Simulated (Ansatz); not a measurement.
**Abstraction of H: CH6GeS + GaHF → CH5GeS + GaH2F**

Species: CH6GeS `C[S][GeH3]`, singlet; GaHF `[F][GaH]`, doublet; CH5GeS `C[S][GeH2]`, doublet; GaH2F `[F][GaH2]`, singlet. A radical takes H: the energy is the difference in strength between the Ge–H bond broken and the Ga–H bond made.

Shapes, held fixed at every level: PBE0-D4/def2-TZVP. Flexible molecules stand in one conformer, not always the lowest. Programs: Ansatz 0.2.0. The zero-point and thermal change to 298 K, harmonic and unscaled (PBE0-D4/def2-TZVP), is -1.5 kJ/mol.

| level | kind | ΔH(298 K) (kJ/mol) | less CCSD(T)/def2-TZVPP |
| --- | --- | --- | --- |
| HF/def2-SVP | Hartree–Fock | +13.0 | +4.8 |
| r2SCAN-D4/def2-TZVPP | meta-GGA | +7.1 | -1.1 |
| B3LYP-D4/def2-TZVPP | global hybrid | +8.3 | +0.1 |
| BHLYP-D4/def2-TZVPP | global hybrid | +10.0 | +1.8 |
| PBE0-D4/def2-TZVPP | global hybrid | +9.1 | +0.9 |
| CCSD(T)/def2-SVP | coupled cluster or CI | +7.3 | -0.9 |
| CCSD/def2-TZVPP | coupled cluster or CI | +8.3 | +0.1 |
| CCSD(T)/def2-TZVPP | coupled cluster or CI | +8.2 | 0.0 |

The highest level, CCSD(T)/def2-TZVPP, gives ΔH(298 K) = +8.2 kJ/mol; the levels span +7.1 to +13.0. The column of differences is taken from that level and isn't an error. No measured value is set beside it here. Open shells run unrestricted. Relativity is left out for Ga, Ge. Outer-core shells of Ga, Ge are correlated, in sets that cover them unevenly.
